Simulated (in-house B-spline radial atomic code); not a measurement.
A run on Mo+ (an excited or competing configuration) that did not converge. Method: scalar-relativistic (X2C) wB97X, spin-polarised, spherical fractional occupations, Fermi nucleus of rms radius 4.4091 fm; computed with an all-electron radial atomic-structure program (B-spline basis).

Command:
```bash
python run_scf.py task.json out
```
Settings (nuclear radius in fm, mass in u):
```
Z                42
configuration    [Ar] 3d10 4s2 4p5 4d5 5f1
hamiltonian      x2c
method           wb97x
spin_polarised   True
nucleus          fermi
rms_radius       4.4091
atomic_mass      97.9054
speed_of_light   137.035999084
```

First and last ten iterations of the last attempt (damped for 15 steps, keeping 80 % of the old Fock matrix, then DIIS):
```
 iter        energy (Eh)    residual
    1       -4040.156381    4.38e-01
    2       -4043.927870    2.34e-01
    3       -4045.134147    1.62e-01
    4       -4045.810017    1.14e-01
    5       -4046.125689    8.01e-02
    6       -4046.259004    5.71e-02
    7       -4046.323226    4.26e-02
    8       -4046.355363    3.25e-02
    9       -4046.371735    2.47e-02
   10       -4046.380334    1.93e-02
  111       -4046.391521    2.92e-06
  112       -4046.391521    1.66e-06
  113       -4046.391521    2.21e-06
  114       -4046.391521    2.60e-06
  115       -4046.391521    2.42e-06
  116       -4046.391521    3.21e-06
  117       -4046.391521    2.31e-06
  118       -4046.391521    3.38e-06
  119       -4046.391521    3.06e-06
  120       -4046.391521    3.09e-06
 not converged after 120 iterations
```

The smallest residual met was 1.7e-06; the threshold is about 4e-07. Over the last five steps the energy moves by less than 1e-08 hartree, but the orbitals didn't meet the threshold. Run time, properties included: 30 s on 1 thread of Arm Neoverse V1, on a shared host.
